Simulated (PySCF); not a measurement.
Molfile (atoms numbered from 1):
```
C7H12
     RDKit          3D

 19 19  0  0  0  0  0  0  0  0999 V2000
    2.5358    0.3957    0.0812 C   0  0  0  0  0  0  0  0  0  0  0  0
    1.5761   -0.6433   -0.5011 C   0  0  0  0  0  0  0  0  0  0  0  0
    0.1571   -0.3732   -0.1194 C   0  0  0  0  0  0  0  0  0  0  0  0
   -0.6314   -1.1199    0.6398 C   0  0  0  0  0  0  0  0  0  0  0  0
   -1.9927   -0.5176    0.8212 C   0  0  0  0  0  0  0  0  0  0  0  0
   -2.0291    0.5902   -0.2440 C   0  0  0  0  0  0  0  0  0  0  0  0
   -0.5558    0.8756   -0.5730 C   0  0  0  0  0  0  0  0  0  0  0  0
    2.4654    0.4103    1.1666 H   0  0  0  0  0  0  0  0  0  0  0  0
    2.2999    1.3889   -0.2929 H   0  0  0  0  0  0  0  0  0  0  0  0
    3.5605    0.1586   -0.1965 H   0  0  0  0  0  0  0  0  0  0  0  0
    1.8602   -1.6369   -0.1479 H   0  0  0  0  0  0  0  0  0  0  0  0
    1.6630   -0.6327   -1.5920 H   0  0  0  0  0  0  0  0  0  0  0  0
   -0.3611   -2.0500    1.1098 H   0  0  0  0  0  0  0  0  0  0  0  0
   -2.7923   -1.2480    0.6883 H   0  0  0  0  0  0  0  0  0  0  0  0
   -2.0872   -0.1045    1.8302 H   0  0  0  0  0  0  0  0  0  0  0  0
   -2.5560    1.4785    0.1007 H   0  0  0  0  0  0  0  0  0  0  0  0
   -2.5377    0.2206   -1.1355 H   0  0  0  0  0  0  0  0  0  0  0  0
   -0.1884    1.7382   -0.0100 H   0  0  0  0  0  0  0  0  0  0  0  0
   -0.3962    1.0787   -1.6330 H   0  0  0  0  0  0  0  0  0  0  0  0
  1  2  1  0
  2  3  1  0
  3  4  2  0
  4  5  1  0
  5  6  1  0
  6  7  1  0
  7  3  1  0
  1  8  1  0
  1  9  1  0
  1 10  1  0
  2 11  1  0
  2 12  1  0
  4 13  1  0
  5 14  1  0
  5 15  1  0
  6 16  1  0
  6 17  1  0
  7 18  1  0
  7 19  1  0
M  END
```

Geometry: GFN2-xTB; GIAO shifts from PySCF 2.14, gas phase, non-relativistic, averaged over equivalent atoms.

At PBE0/ANO-RCC-VDZP (158 basis functions, 42 s wall time on 1 thread of an Arm Neoverse V1, shared host):
| atoms | δ (ppm) |
| --- | --- |
| C3 | 151.0 |
| C4 | 126.5 |
| C7 | 36.4 |
| C5 | 35.0 |
| C2 | 28.9 |
| C6 | 26.5 |
| C1 | 15.0 |
| H13 | 5.75 |
| H14/H15 | 2.44 |
| H18/H19 | 2.41 |
| H11/H12 | 2.27 |
| H16/H17 | 1.91 |
| H8/H9/H10 | 0.98 |

Referencing at the same level of theory: 13C (190.39 ppm) and 1H (31.76 ppm) against TMS.

Q: Predict the values at PBE0/6-311G** on the same geometry.

A: 
```json
{"atoms": "C3", "δ at PBE0/6-311G**": "153.2", "change": "+2.2"}
{"atoms": "C4", "δ at PBE0/6-311G**": "129.9", "change": "+3.4"}
{"atoms": "C7", "δ at PBE0/6-311G**": "38.3", "change": "+1.9"}
{"atoms": "C5", "δ at PBE0/6-311G**": "37.2", "change": "+2.2"}
{"atoms": "C2", "δ at PBE0/6-311G**": "30.8", "change": "+1.9"}
{"atoms": "C6", "δ at PBE0/6-311G**": "27.3", "change": "+0.8"}
{"atoms": "C1", "δ at PBE0/6-311G**": "15.6", "change": "+0.6"}
{"atoms": "H13", "δ at PBE0/6-311G**": "5.68", "change": "-0.07"}
{"atoms": "H14/H15", "δ at PBE0/6-311G**": "2.52", "change": "+0.08"}
{"atoms": "H18/H19", "δ at PBE0/6-311G**": "2.46", "change": "+0.05"}
{"atoms": "H11/H12", "δ at PBE0/6-311G**": "2.37", "change": "+0.10"}
{"atoms": "H16/H17", "δ at PBE0/6-311G**": "2.01", "change": "+0.10"}
{"atoms": "H8/H9/H10", "δ at PBE0/6-311G**": "1.05", "change": "+0.07"}
```

Shifts are taken against calculated references (same method and geometry level): TMS for 13C (σ = 190.38 ppm), 1H (σ = 32.08 ppm).

The largest change is at C4 (alkene CH). Cost: 198 basis functions, 30 s wall time on 1 thread of an Arm Neoverse V1, shared host. The order of the carbon signals is the same at both levels.
